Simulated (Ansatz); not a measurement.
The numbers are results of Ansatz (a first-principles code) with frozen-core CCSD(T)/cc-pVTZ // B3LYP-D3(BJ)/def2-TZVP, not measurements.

Ansatz 0.2 input:
```yaml
crystal:
  periodic: [false, false, false]
  atoms:
    - { symbol: C, position_ang: [-0.110166, 1.135942, -0.719119] }
    - { symbol: S, position_ang: [-0.474821, -0.628525, -0.997575] }
    - { symbol: O, position_ang: [-1.849367, -0.918808, -0.511467] }
    - { symbol: C, position_ang: [0.663827, -1.200109, 0.376559] }
    - { symbol: O, position_ang: [1.831423, -0.982782, 0.422798] }
    - { symbol: H, position_ang: [-0.452714, 1.417855, 0.275386] }
    - { symbol: H, position_ang: [-0.654831, 1.692232, -1.479136] }
    - { symbol: H, position_ang: [0.963497, 1.284765, -0.828886] }
    - { symbol: H, position_ang: [0.083144, -1.800575, 1.108079] }
basis:
  gaussian: { orbitals: cc-pVTZ }
correlation:
  method: ccsd_t
```

Output:

```
Functional definition: HF
1230 factors; integrals over basis functions are off by at most 1.0e-3 eV
mean field evaluation 1: about -17010.5419 eV, gradient 5.3e1 eV
mean field evaluation 2: about -17010.8815 eV, gradient 5.4e1 eV
mean field evaluation 4: about -17016.5402 eV, gradient 4.8e0 eV
mean field evaluation 8: about -17016.6548 eV, gradient 5.3e-1 eV
mean field evaluation 16: about -17016.6577 eV, gradient 2.8e-6 eV
mean field -17016.65771992 eV, -625.3506369022 hartree, gradient 2.8e-6 eV, S^2 0.000000; 0 other end points of the search recorded, 0 dependent functions left out
9 core orbitals not correlated
reference -17016.65771992 eV, -625.3506369022 hartree; 15, 15 occupied and 186, 186 virtual orbitals, 1230 factors
second order -26.73119893 eV of doubles, -0.00000000 eV of singles
cycle   1  -26.39902530 eV  change    3.3e-1 eV  update   1.4e-1
cycle   2  -27.15721326 eV  change   -7.6e-1 eV  update   4.9e-2
cycle   3  -27.37074495 eV  change   -2.1e-1 eV  update   2.5e-2
cycle   4  -27.34859299 eV  change    2.2e-2 eV  update   7.1e-3
cycle   5  -27.34550693 eV  change    3.1e-3 eV  update   3.5e-3
cycle   6  -27.34765164 eV  change   -2.1e-3 eV  update   1.2e-3
cycle   7  -27.34719227 eV  change    4.6e-4 eV  update   6.0e-4
cycle   8  -27.34688268 eV  change    3.1e-4 eV  update   2.5e-4
cycle   9  -27.34697236 eV  change   -9.0e-5 eV  update   1.6e-4
cycle  10  -27.34699613 eV  change   -2.4e-5 eV  update   8.0e-5
cycle  11  -27.34694042 eV  change    5.6e-5 eV  update   4.3e-5
cycle  12  -27.34699263 eV  change   -5.2e-5 eV  update   2.1e-5
cycle  13  -27.34698413 eV  change    8.5e-6 eV  update   1.0e-5
perturbative correction -1.27174016 eV, -0.0467355890 hartree
Total energy: -17045.27644422 eV, -626.4023556216 hartree
```

Cost: around 80 core-seconds (rough).
